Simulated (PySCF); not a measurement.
## Sm²⁴⁺: ionisation energy

Sm²⁴⁺ [Kr] 4d2 (3F) → Sm²⁵⁺ [Kr] 4d1 (2D), as a difference of total energies. All numbers are calculated (PySCF 2.14, no relativity, point nucleus, in an uncontracted even-tempered set (18 s from 1.6 bohr⁻², ratio 2.5; 12 p from 2.1 bohr⁻², ratio 2.5; 9 d from 2.1 bohr⁻², ratio 2.5; 4 f from 8.7 bohr⁻², ratio 2.7; 3 g from 13 bohr⁻², ratio 2.7)). Correlated levels: outer shells: [Ar] 3d10 frozen; virtual orbitals above 40 to 60 times the deepest correlated orbital energy dropped. The calculations carry no spin-orbit coupling.

```
                method  ionisation energy (eV)
                   UHF                  782.10
                   LDA                  783.27
                   PBE                  783.38
                  PBE0                  783.45
                r2SCAN                  783.46
               r2SCAN0                  783.50
                PBEsol                  783.19
    MP2 (outer shells)                  782.17
SCS-MP2 (outer shells)                  782.15
```

Spin-orbit coupling is strong in these open shells (close to jj coupling). The scalar numbers leave it out and a first-order estimate fails, so it can dominate the gap to the real levels.

All relativistic terms are absent from these numbers, so their closeness to the reference says little about the methods.

For comparison: 782 ± 4 eV (theoretical estimate listed by NIST; NIST Atomic Spectra Database, ionization energies).
